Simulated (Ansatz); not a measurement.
Program: Ansatz. Geometries: PBE0-D4/def2-TZVP. ΔE: electronic, gas phase. CCSD(T)/CBS is the MP2 limit (def2-TZVPP, def2-QZVPP) plus CCSD(T) − MP2 in def2-TZVPP, frozen cores. Functionals use def2-TZVPP. B3LYP here is the variant with VWN-RPA as its local correlation; programs differ in this. Each species was taken in one conformer, which may not be the lowest.

Consider the isomerisation: `CNC(=N)[SiH3]` → `NC(N)=C[SiH3]`.

| level | ΔE (kJ/mol) |
| --- | --- |
| B2PLYP | -30.1 |
| B3LYP | -29.7 |
| SCS-MP2/def2-QZVPP | -29.3 |
| HF/CBS(def2) | -35.1 |

Q: What does CCSD(T)/CBS give? (An estimate is asked.)

A: Computed: -32.0 kJ/mol. The listed levels differ from it by 1.9, 2.3, 2.7, -3.1 kJ/mol.

Largest T1 diagnostic among the species: 0.014.

From PBE to PBE0 (25 % exact exchange), in def2-TZVPP and without D4, ΔE moves by −7.4 kJ/mol.

CCSD(T)/CBS has its own doubt, a few kJ/mol and more with outer-core shells, so smaller differences from it don't rank the levels.
